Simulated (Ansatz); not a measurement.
Two members of one family ((LiH)n off), computed with Ansatz in the gas phase. The two geometries come from different levels. HOMO and LUMO are taken over both spins. The spins of the ions were chosen, not always searched. A dash marks a value that wasn't run or was left out as unsound. The structures are stationary points that may keep the symmetry of their start. Remarks come from the PBE and PBE0 runs and from stability tests at other levels; not every state was tested. HOMO above LUMO (over both spins in singlets and doublets, within one spin in higher multiplets; at PBE or PBE0), or a gap under 0.15 eV within one spin, warns that the state may not be the lowest or that an electron is smeared out.

First: Li2H2⁺ (doublet, charge 1, PBE-D4/def2-TZVP geometry; reduced ion singlet).

Cartesian coordinates in Å:
```
Li 0.2630 -1.3778 0.8288
Li -0.2562 1.3730 -0.8388
H -0.3450 -0.3261 -0.4297
H 0.3382 0.3310 0.4397
```

```json
{"level": "PBE-D4/def2-SVP", "HOMO (eV)": "-8.84", "LUMO (eV)": "-7.26", "gap (eV)": "1.59", "vertical EA (eV)": "–"}
{"level": "BLYP-D4/def2-TZVP", "HOMO (eV)": "-8.80", "LUMO (eV)": "-7.43", "gap (eV)": "1.37", "vertical EA (eV)": "–"}
{"level": "r2SCAN-D4/def2-TZVP", "HOMO (eV)": "-9.12", "LUMO (eV)": "-6.73", "gap (eV)": "2.39", "vertical EA (eV)": "4.45"}
{"level": "PBE0-D4/def2-TZVP", "HOMO (eV)": "-9.96", "LUMO (eV)": "-6.33", "gap (eV)": "3.63", "vertical EA (eV)": "4.58"}
{"level": "BHLYP-D4/def2-TZVP", "HOMO (eV)": "-11.01", "LUMO (eV)": "-5.66", "gap (eV)": "5.35", "vertical EA (eV)": "–"}
```

Remarks: gap within one spin near zero at PBE or PBE0 (quartet).

Second: Li5H4⁺ (singlet, charge 1, PBE0-D4/def2-TZVP geometry).

Cartesian coordinates in Å:
```
Li -1.686 -0.308 -1.768
Li 1.772 0.187 1.701
Li -1.149 -1.682 1.383
Li -0.128 0.182 0.101
Li 1.236 1.559 -1.452
H 1.565 1.030 0.182
H -1.593 -0.990 -0.160
H -0.297 0.752 -1.695
H 0.281 -0.730 1.707
```

Task: Estimate the same table for the second.

Result: 
| level | HOMO (eV) | LUMO (eV) | gap (eV) | vertical EA (eV) |
| --- | --- | --- | --- | --- |
| PBE-D4/def2-SVP | -8.89 | -4.68 | 4.20 | – |
| BLYP-D4/def2-TZVP | -8.90 | -4.70 | 4.19 | – |
| r2SCAN-D4/def2-TZVP | -9.16 | -4.25 | 4.92 | 3.02 |
| PBE0-D4/def2-TZVP | -10.11 | -4.17 | 5.94 | 3.06 |
| BHLYP-D4/def2-TZVP | -11.22 | -3.63 | 7.59 | – |
